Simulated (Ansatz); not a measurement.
This geometry of AlClH4N2 + BrH (10 atoms, charge 0, multiplicity 1) is a first-order saddle point.

The calculation used RHF/def2-SVP in Ansatz 0.2.0.

```xyz
10
Properties=species:S:1:pos:R:3
Al 0.017 0.357 -0.133
Cl -0.167 -0.114 2.153
N 1.588 0.095 -0.890
H 1.822 -0.721 -1.422
H 2.396 0.673 -0.771
N -1.538 -0.093 -0.833
H -2.360 -0.329 -0.313
H -1.756 -0.023 -1.808
Br 0.189 2.733 0.846
H 0.000 1.449 1.927
```

**Question.** Which two structures does it join? (They come from a converged band through this point; their orientation in space is the band's.)

**Answer.** Bonds broken: Al1–Cl2, Br9–H10. Bonds formed: Al1–Br9, Cl2–H10. AlClH4N2 + BrH becomes AlBrH4N2 + ClH.

First end point:

```xyz
10
Properties=species:S:1:pos:R:3
Al 0.032 -0.274 -0.164
Cl 0.051 -0.373 1.961
N 1.582 -0.220 -0.991
H 1.714 -0.155 -1.982
H 2.470 -0.220 -0.528
N -1.533 -0.285 -0.965
H -2.413 -0.322 -0.487
H -1.685 -0.227 -1.953
Br -0.029 3.679 1.610
H 0.001 2.425 2.256
```

Last end point:

```xyz
10
Properties=species:S:1:pos:R:3
Al 0.035 0.746 -0.643
Cl -0.042 -0.014 2.847
N 1.585 -0.006 -0.996
H 1.715 -0.924 -1.374
H 2.475 0.414 -0.805
N -1.530 0.047 -1.040
H -1.681 -0.867 -1.420
H -2.409 0.497 -0.873
Br 0.060 2.875 0.199
H -0.017 1.260 2.862
```

**Question.** How far does it lie above each of them?

**Answer.** 0.92 eV above the first and 0.90 eV above the second. This is the barrier of this one path; another mechanism may lie lower. The orbitals stay closed-shell, which can raise the energy where a bond breaks towards radicals; this wasn't checked here.

Run time: 3.3 min on 2 threads of Arm Neoverse V2 (shared host), peak memory 0.3 GiB.
